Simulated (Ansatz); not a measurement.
```yaml
crystal:
  periodic: [false, false, false]
  atoms:
    - {symbol: O, position_ang: [0.088339, -0.559510, 0.405373]}
    - {symbol: Ge, position_ang: [0.482059, 0.519159, -0.454123]}
    - {symbol: H, position_ang: [0.395016, -1.289124, 0.746573]}
    - {symbol: H, position_ang: [-0.833026, 1.522274, -0.720540]}
basis:
  gaussian: {orbitals: cc-pVTZ}
hamiltonian: {xc: {name: r2SCAN0}}
scf: {lower_state_search: off}
relax: {f_tol: 0.001, max_steps: 1}
output: {forces: true}
```

```sh
$ ansatz run in.yaml --threads 2 --pin off --events-out ev --progress --plain --max-ram 20480MiB --backend cpu
```

Shortened log:

```
Functional definition: r2SCAN0
701 factors; their error is unknown
mean field evaluation 1: about -58589.3784 eV, gradient 5.6e1 eV
mean field evaluation 2: about -58583.1386 eV, gradient 8.0e1 eV
mean field evaluation 4: about -58593.8263 eV, gradient 1.1e0 eV
mean field evaluation 8: about -58594.0414 eV, gradient 1.4e-1 eV
mean field evaluation 16: about -58594.0415 eV, gradient 2.3e-5 eV
mean field -58594.04145312 eV, -2153.2913069345 hartree, gradient 7.6e-6 eV, S^2 0.000000; 0 other end points of the search recorded, 0 dependent functions left out
reference -58594.04146030 eV, -2153.2913071984 hartree; 21, 21 occupied and 80, 80 virtual orbitals, 701 factors
relax step   1: F+E_penalty+E_count = -58594.04145312 eV  Δ(F+E_penalty+E_count) = +0.000e0 eV  max|allowed force component| = 1.666e1 eV/Å  Δτ_max = 0.0000 Å  (15 SCF iters, accepted)
Error: geometry relaxation did not converge after 1 steps: max|allowed force component| = 1.67e1 eV/Å (threshold 1.0e-3). Raise `relax.max_steps` over both its present limit and 1, loosen `relax.f_tol`, or start from a geometry closer to equilibrium. Where this run's directory can be resumed (`checkpoint.write`), a resume goes on for up to `relax.max_steps` more
```

Problem. Something in this input is off. What?

Solution. The relaxation is allowed too few steps for its threshold. The calculation stopped without meeting its thresholds.
